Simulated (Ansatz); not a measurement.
BGeH₆, doublet: at a first-order saddle point.

The input file, in.yaml:

```yaml
crystal:
  periodic: [false, false, false]
  atoms:
    - {symbol: H, position_ang: [-1.082018, -0.407500, 0.371703]}
    - {symbol: B, position_ang: [-0.103274, 0.267305, -1.146887]}
    - {symbol: Ge, position_ang: [0.296853, -0.190940, 1.067316]}
    - {symbol: H, position_ang: [0.731449, -0.552802, -1.434461]}
    - {symbol: H, position_ang: [-1.209723, 0.072264, -1.567805]}
    - {symbol: H, position_ang: [0.240023, 0.902978, 2.131190]}
    - {symbol: H, position_ang: [0.187970, 1.415464, -0.923954]}
    - {symbol: H, position_ang: [0.938720, -1.506768, 1.502798]}
basis:
  gaussian: {orbitals: def2-TZVPP}
magnetization: {spin_polarized: true, initial_magnetization: 1}
hamiltonian: {xc: r2scan, dispersion: d4}
```

Command:

```bash
ansatz run in.yaml --threads 4 --pin off --events-out ev --progress --plain --max-ram 9574MiB
```

The run's output (Ansatz 0.2.0):

```
Functional definition: r2SCAN
  name "r2SCAN"
  cite "Furness, Kaplan, Ning, Perdew & Sun, J. Phys. Chem. Lett. 11, 8208 (2020) doi:10.1021/acs.jpclett.0c02405"
  cite "Furness, Kaplan, Ning, Perdew & Sun, J. Phys. Chem. Lett. 11, 9248 (2020) doi:10.1021/acs.jpclett.0c03077"
  parent r2scan
  parameter k0 = 0.174
  parameter k1 = 0.065
  parameter a1 = 4.9479
  exchange = r2scan_x(k0 = k0, k1 = k1, a1 = a1)
  correlation = r2scan_c
881 factors; their error is unknown
mean field evaluation 1: about -57284.3611 eV, gradient 2.8e1 eV
mean field evaluation 2: about -57276.0611 eV, gradient 4.3e1 eV
mean field evaluation 4: about -57289.0757 eV, gradient 2.8e0 eV
mean field evaluation 8: about -57289.1197 eV, gradient 9.8e-2 eV
mean field evaluation 16: about -57289.1025 eV, gradient 1.8e-4 eV
mean field -57289.10248833 eV, -2105.3356844978 hartree, gradient 6.7e-5 eV, S^2 0.757509; 0 other end points of the search recorded, 0 dependent functions left out
reference -57289.10250324 eV, -2105.3356850459 hartree; 22, 21 occupied and 141, 142 virtual orbitals, 881 factors
Total energy: -57289.12665267 eV, -2105.3365725207 hartree
```

The lines “mean field evaluation” count trial sets of orbitals through the whole run, from several starts and some on an approximate energy, so they need not fall steadily or lie above the final value.

The run took about 10 s on 4 CPU threads of an Intel Xeon (shared host).
